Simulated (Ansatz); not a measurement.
`CO[SiH](F)[GeH3]` + ethylene → `C=C[SiH](F)[GeH3]` + CH₃OH  (formal exchange of groups at the Si–O bond)

Isolated molecules relaxed with PBE0-D4/def2-TZVP in Ansatz; ΔE leaves out vibrations. CBS: MP2 limit from def2 TZ/QZ plus the TZ coupled-cluster correction, frozen cores. This one scheme is used for every species. Functionals use def2-TZVPP. For Ge outer-core shells are correlated without core-valence functions, which leaves a few kJ/mol of doubt a bond. Scalar relativity is left out up to krypton. One conformer a species, not always the lowest.

| level | ΔE (kJ/mol) | difference from CCSD(T)/CBS |
| --- | --- | --- |
| LDA (SPW92) | 97.7 | -6.4 |
| PBE-D4 | 93.1 | -11.0 |
| revPBE-D4 | 91.8 | -12.3 |
| BLYP-D4 | 103.5 | -0.6 |
| ωB97X-V | 104.9 | 0.8 |
| PBE | 94.0 | -10.1 |
| BLYP | 105.1 | 1.0 |
| r2SCAN | 103.7 | -0.4 |
| PBE0 | 96.8 | -7.3 |
| r2SCANh | 104.0 | -0.1 |
| CAM-B3LYP | 111.6 | 7.5 |
| CCSD(T)/def2-SVP | 100.4 | -3.7 |
| MP2/def2-TZVPP | 104.6 | 0.5 |
| SCS-MP2/def2-QZVPP | 107.2 | 3.1 |
| MP2/CBS(def2) | 103.9 | -0.2 |
| CCSD/CBS(def2) | 106.2 | 2.1 |
| CCSD(T)/CBS | 104.1 | 0 |

Largest T1 diagnostic among the species: 0.012.

At CCSD(T), def2-SVP lies −3.7 kJ/mol from the extrapolated value and def2-TZVPP +0.7 kJ/mol. From BLYP to BHLYP (50 % exact exchange), in def2-TZVPP and without D4, ΔE moves by +7.2 kJ/mol. In def2-TZVPP, CCSD(T) changes the Hartree–Fock value by −13.1 kJ/mol (the triples alone add −2.0 kJ/mol) and MP2 by −13.4 kJ/mol.

CCSD(T)/CBS has its own doubt, a few kJ/mol and more with outer-core shells, so smaller differences from it don't rank the levels.
